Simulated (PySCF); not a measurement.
H8N2Si3, SMILES N[SiH]1[SiH2]N[SiH2]1. Atoms are numbered in the order given.

```xyz
13

N      2.3435     0.0273     1.0419
Si     1.0728    -0.4269    -0.0538
Si    -1.0716    -0.8770     0.8396
N     -1.6927     0.2980    -0.3155
Si    -0.3754     1.0917    -1.1826
H      2.1558     0.7159     1.7648
H      3.2904     0.1308     0.6882
H      1.6309    -1.4795    -0.9529
H     -1.6665    -2.2411     0.6726
H     -1.2838    -0.4993     2.2752
H     -2.6794     0.5056    -0.4507
H     -0.2307     2.5490    -0.8563
H     -0.5344     1.0131    -2.6711
```
Charge 0, spin multiplicity 1.

Geometry: B3LYP-D3(BJ)/def2-SVP. The structure was generated by enumeration, and PubChem lists no compound with its InChIKey, so it may never have been made. Other conformers were not sampled.

Level of theory: PySCF with SMD-M06-2X/def2-SVP.

Solvation free energies are E(SMD) − E(gas) at the gas-phase geometry, for 1 M in both phases. In vacuum the dipole moment is 1.19 D.

Task: Rank water, dimethylsulfoxide, dichloromethane by solvation free energy, most negative first.

Result: dichloromethane (-3.6 kcal/mol), dimethylsulfoxide (-2.4 kcal/mol), water (-0.3 kcal/mol)
